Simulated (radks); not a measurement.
All-electron atom: neutral silicon in [Ne] 3s2 3p(up 1, down 1) (spins set by hand, not the high-spin state). Calculated with a radial shooting solver on a logarithmic mesh with Libxc functionals: non-relativistic Kohn-Sham, r2SCAN, spin-polarised, spherical densities, point nucleus; meta-GGA in the generalised Kohn-Sham scheme.

Unscreened Slater integrals over Kohn-Sham orbitals (cm^-1). They are taken over the spin-up orbitals.

F0(3p,3p): 71940
F2(3p,3p): 35788
F0(3p,3s): 79677
G1(3p,3s): 51011
F0(3p,2p): 99189
F2(3p,2p): 13039
G0(3p,2p): 5027.5
G2(3p,2p): 4817.3
F0(3p,2s): 98579
G1(3p,2s): 3903.1
F0(3s,3s): 90415
F0(3s,2p): 120830
G1(3s,2p): 7420.8
F0(3s,2s): 120230
G0(3s,2s): 5904.1
F0(2p,2p): 376140
F2(2p,2p): 172690
F0(2p,2s): 360830
G1(2p,2s): 215520
F0(2s,2s): 350980

Derived for the open shells (J is the average intra-shell exchange parameter used in DFT+U). 3p: J = F2/5 = 7158 cm^-1; in LS coupling 1D lies 6 F2/25 = 8589 cm^-1 above 3P.
